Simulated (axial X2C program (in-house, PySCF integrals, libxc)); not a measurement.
Photoelectron levels of LiAu by EOM-IP-CCSD

Computed with an in-house all-electron X2C program for linear molecules (integrals from PySCF): two-component X2C with atomic mean-field Coulomb and Gaunt terms, Gaussian nuclei, basis Au dyall-cv3z, Li dyall-cv3z with contracted cores.

R = 2.479 Å (1.090 times 2.274 Å, the PBE0 minimum at charge 0 for the lowest determinant).

Vertical ionisation energies of LiAu to the states of LiAu⁺:

```
Ω of LiAu⁺  vertical IE (eV)  above lowest (cm⁻¹)                   ionised spinor  one-hole weight
       1/2             7.644                    0  54% Au sσ, 27% Li sσ, 14% Li pσ             0.97
       5/2             9.113                11849                       100% Au dδ             0.93
```

This point took 12 s on 1 thread of Arm Neoverse N1, on a shared host.

Reference electrons by ω block (each with its −ω partner): 1/2: 23, 3/2: 12, 5/2: 5, 7/2: 1. 12 electrons of LiAu correlated (inner shells frozen), 94 natural virtual spinors (a truncated set); levels can be off by some tenths of an eV. Roots sought by Ω: (1/2: 4, 3/2: 3, 5/2: 1); the list ends where they run out and leaves out roots under 60 % one-particle weight. The solver can skip a root, and states that need a further excitation, which the method places far too high, are missing though they may lie low or lowest. T1 of the reference 0.033 (Lee–Taylor). Number of frozen shells: Au 5 s, 4 p, 2 d, 1 f; Li 1 s. Large amplitudes in the reference (orbital relaxation or multireference character) lower the reliability.
